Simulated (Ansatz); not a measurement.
```yaml
crystal:
  periodic: [false, false, false]
  atoms:
    - {symbol: Nb, position_ang: [0.014867, 2.923561, -1.402265]}
    - {symbol: Nb, position_ang: [2.592421, 1.812234, -0.370549]}
    - {symbol: Nb, position_ang: [-1.159809, 4.673241, 0.051401]}
    - {symbol: Te, position_ang: [0.747255, 0.088630, -1.181429]}
    - {symbol: Te, position_ang: [-0.457701, 5.513921, -2.320084]}
    - {symbol: Te, position_ang: [1.223075, 3.689939, 1.073707]}
    - {symbol: Te, position_ang: [-2.539774, 2.495593, -0.369998]}
    - {symbol: Te, position_ang: [4.739390, 0.937363, 0.569922]}
    - {symbol: Te, position_ang: [2.547976, 2.699118, -2.869705]}
basis:
  gaussian: {orbitals: def2-TZVP, initial_orbitals: start.molden}
total_charge: 1
magnetization: {spin_polarized: true, initial_magnetization: 2}
hamiltonian: {xc: pbe0, dispersion: d4}
scf: {omitted_lower_state_checks: [starts]}
output: {orbitals: {seedname: orbitals}}
```

The file start.molden holds the orbitals of an earlier run on this structure, at another level or in another basis.

```sh
$ ansatz run in.yaml --threads 4 --pin off --events-out ev --progress --plain --max-ram 6963MiB
```

Question: Does this run fit into the memory that it is given?

Answer: No. It has 420 basis functions, and Ansatz plans for 9 GiB where 7 GiB are given.
